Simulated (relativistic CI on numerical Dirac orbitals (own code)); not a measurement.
Cu²⁺ in a cubic cluster: 2p photoemission with charge transfer

Computed with a charge-transfer multiplet model of a cubic metal-ligand cluster with up to one ligand hole, Slater and spin-orbit integrals from Dirac-Coulomb-Breit ions, Slater integrals scaled by 0.7. The ground state mixes d9 with configurations of k ligand holes L, whose averages lie at kΔ + k(k − 1)U_dd/2; a core hole lowers each added d electron by U_cd. 300 K, Lorentzian 0.6 eV and Gaussian 0.8 eV FWHM.

Atomic integrals in eV (Slater integrals scaled, ζ unscaled), ground: F2dd 9.683, F4dd 6.042, zeta_d 0.099; with the core hole: F2dd 9.683, F4dd 6.042, zeta_d 0.138, zeta_core 13.377, F2cd 6.178, G1cd 4.735, G3cd 2.694.

Cluster parameters (eV): Δ = 5.2, U_dd = 7.6, U_cd = 8.9, 10Dq(ligand) = 1.5, V(eg) = 1.85, V(t2g) = -0.96, final-state hopping factor = 0.8.

```tsv
Case	n_d	d9	d10L	S
10Dq = -0.15 eV	9.12	0.88	0.12	0.50
10Dq = 0.15 eV	9.11	0.89	0.11	0.50
10Dq = 0.45 eV	9.11	0.89	0.11	0.50
10Dq = 0.75 eV	9.10	0.90	0.10	0.50
10Dq = 1.05 eV	9.10	0.90	0.10	0.50
```

Weights, n_d and S are thermal averages at 300 K. Binding energies count from the first peak over 30 % of the highest in each spectrum, which can be another peak from case to case. The parameters are a model scan and need not match a compound or its usual spin state. A negative ionic 10Dq is a model choice; hopping adds the covalent part of the field. Peaks in eV (height, largest 100):
- 10Dq = -0.15 eV: 0.0 (100), 4.4 (73), 6.8 (60), 20.0 (47), 25.7 (75)
- 10Dq = 0.15 eV: 0.0 (100), 4.4 (77), 6.8 (59), 20.1 (48), 25.7 (68)
- 10Dq = 0.45 eV: 0.0 (100), 4.4 (84), 6.7 (58), 20.1 (48), 25.6 (63)
- 10Dq = 0.75 eV: 0.0 (100), 4.3 (92), 6.5 (56), 20.1 (48), 25.6 (59)
- 10Dq = 1.05 eV: 0.0 (100), 4.2 (98), 6.3 (54), 20.1 (48), 25.5 (55)

For the case 10Dq = 0.75 eV, Δ = 5.2 eV is smaller than U_dd = 7.6 eV, the charge-transfer side of the Zaanen-Sawatzky-Allen scheme. With the core hole the average of the configuration with one ligand hole lies at Δ − U_cd = -3.7 eV before mixing: it lies below the unscreened one, so the lowest final states are mostly screened and the unscreened weight appears at higher binding energy as a satellite.
